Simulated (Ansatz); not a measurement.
C2H10Si3 (`[SiH3]C=C([SiH3])[SiH3]`), relaxed with RKS PBE0-D4/def2-TZVP in Ansatz 0.2.0 from a PBE-D4/def2-SVP geometry. The force threshold is 0.005 eV/Å; the program also tests the step.

Total charge 0; spin multiplicity 1.

Start:

```xyz
15

Si   -0.139   -2.471    0.068
C     0.162   -0.793   -0.770
C     0.077    0.448   -0.210
Si    0.435    1.971   -1.277
Si   -0.384    0.757    1.598
H     0.818   -2.695    1.208
H    -1.544   -2.575    0.597
H     0.072   -3.551   -0.957
H     0.437   -0.859   -1.845
H     1.583    2.762   -0.703
H    -0.764    2.883   -1.311
H     0.774    1.532   -2.676
H     0.735    1.496    2.283
H    -0.647   -0.529    2.332
H    -1.615    1.624    1.663
```

Q: How much energy does the relaxation release, and in how many steps? (An estimate is asked.)

A: Ansatz gave: 0.06 eV, in 5 steps.

Q: Which bonds change most? (Best estimate.)

A: Computed: C3–Si5 from 1.892 to 1.870 Å; C3–Si4 from 1.893 to 1.872 Å; C2–C3 from 1.364 to 1.345 Å; Si1–H6 from 1.505 to 1.486 Å.

Q: Give the relaxed structure. (Best estimate.)

A: Computed: 
```xyz
15

Si   -0.142   -2.430    0.077
C     0.158   -0.767   -0.750
C     0.076    0.460   -0.204
Si    0.433    1.951   -1.278
Si   -0.380    0.740    1.588
H     0.803   -2.656    1.202
H    -1.532   -2.540    0.590
H     0.074   -3.487   -0.946
H     0.432   -0.835   -1.807
H     1.569    2.734   -0.721
H    -0.750    2.853   -1.326
H     0.768    1.490   -2.652
H     0.722    1.460    2.281
H    -0.628   -0.554    2.276
H    -1.603    1.581    1.670
```
